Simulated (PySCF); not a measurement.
**Continuum solvent and chemical shifts**

Molfile (atoms numbered from 1):
```
C7H8N2O
     RDKit          3D

 18 19  0  0  0  0  0  0  0  0999 V2000
   -0.6538    2.3533   -1.0248 O   0  0  0  0  0  0  0  0  0  0  0  0
   -1.4789    1.6284   -0.5166 C   0  0  0  0  0  0  0  0  0  0  0  0
   -1.2291    0.3395    0.1180 C   0  0  0  0  0  0  0  0  0  0  0  0
   -2.1637   -0.5066    0.7165 C   0  0  0  0  0  0  0  0  0  0  0  0
   -1.4113   -1.5976    1.1638 C   0  0  0  0  0  0  0  0  0  0  0  0
   -0.1199   -1.4397    0.8686 N   0  0  0  0  0  0  0  0  0  0  0  0
   -0.0198   -0.2844    0.2455 N   0  0  0  0  0  0  0  0  0  0  0  0
    1.2548    0.1872   -0.2196 C   0  0  0  0  0  0  0  0  0  0  0  0
    2.4789   -0.1305    0.5797 C   0  0  0  0  0  0  0  0  0  0  0  0
    2.2463   -0.8068   -0.7383 C   0  0  0  0  0  0  0  0  0  0  0  0
   -2.5593    1.9141   -0.4943 H   0  0  0  0  0  0  0  0  0  0  0  0
   -3.2341   -0.3341    0.8044 H   0  0  0  0  0  0  0  0  0  0  0  0
   -1.7419   -2.4928    1.6881 H   0  0  0  0  0  0  0  0  0  0  0  0
    1.1512    1.1594   -0.7012 H   0  0  0  0  0  0  0  0  0  0  0  0
    2.3230   -0.7368    1.4753 H   0  0  0  0  0  0  0  0  0  0  0  0
    3.2449    0.6448    0.6595 H   0  0  0  0  0  0  0  0  0  0  0  0
    2.8458   -0.5177   -1.6050 H   0  0  0  0  0  0  0  0  0  0  0  0
    1.9381   -1.8546   -0.7034 H   0  0  0  0  0  0  0  0  0  0  0  0
  1  2  2  0
  2  3  1  0
  3  4  2  0
  4  5  1  0
  5  6  2  0
  6  7  1  0
  7  8  1  0
  8  9  1  0
  9 10  1  0
  7  3  1  0
 10  8  1  0
  2 11  1  0
  4 12  1  0
  5 13  1  0
  8 14  1  0
  9 15  1  0
  9 16  1  0
 10 17  1  0
 10 18  1  0
M  END
```

GIAO PBE0/pcSseg-1 in PySCF 2.14 on one PBE0-D3(BJ)/def2-SVP conformer, non-relativistic, equivalent nuclei averaged. Solvents enter as an IEF-PCM continuum (acetone with ε = 20.5, water with ε = 78.4) around the gas-phase geometry. Shifts are referred to TMS computed in the same medium.

Gas phase, δ in ppm: C2 182.9, C3 143.2, C5 141.2, C4 121.0, C8 32.8, C9/C10 10.8, H11 9.88, H13 7.40, H12 6.73, H14 5.53, H15/H18 1.41, H16/H17 0.96. Dipole moment 1.37 D.

Question: How does each δ change in the continuum?

Answer: 
```
  atoms                                          environment  Δδ, acetone  Δδ, water
     C2                             aldehyde carbonyl carbon         +5.6       +6.0
     C3  substituted aromatic carbon next to a ring nitrogen         +1.2       +1.3
     C5                  aromatic CH next to a ring nitrogen         +2.0       +2.1
     C4                                          aromatic CH         +3.6       +3.9
     C8                           three-membered-ring carbon         +1.2       +1.3
 C9/C10                           three-membered-ring carbon         +0.8       +0.9
    H11              hydrogen on an aldehyde carbonyl carbon        +0.05      +0.06
    H13   hydrogen on an aromatic CH next to a ring nitrogen        +0.22      +0.23
    H12                           hydrogen on an aromatic CH        +0.45      +0.48
    H14             hydrogen on a three-membered-ring carbon        -0.08      -0.08
H15/H18             hydrogen on a three-membered-ring carbon        -0.09      -0.10
H16/H17             hydrogen on a three-membered-ring carbon        +0.22      +0.23
```

Changes are relative to the gas phase. The dipole moment becomes 1.82 D in acetone, 1.85 D in water.

Question: Which of the listed nuclei move most (in ppm), and what does the model miss? (N and O are left out, as their reference compounds move with the solvent too.)

Answer: C2 (aldehyde carbonyl carbon, +6.0 ppm) in water. A continuum only polarises the solute; specific hydrogen bonds, the anisotropy of aromatic solvents and changes of geometry or conformer are outside it.
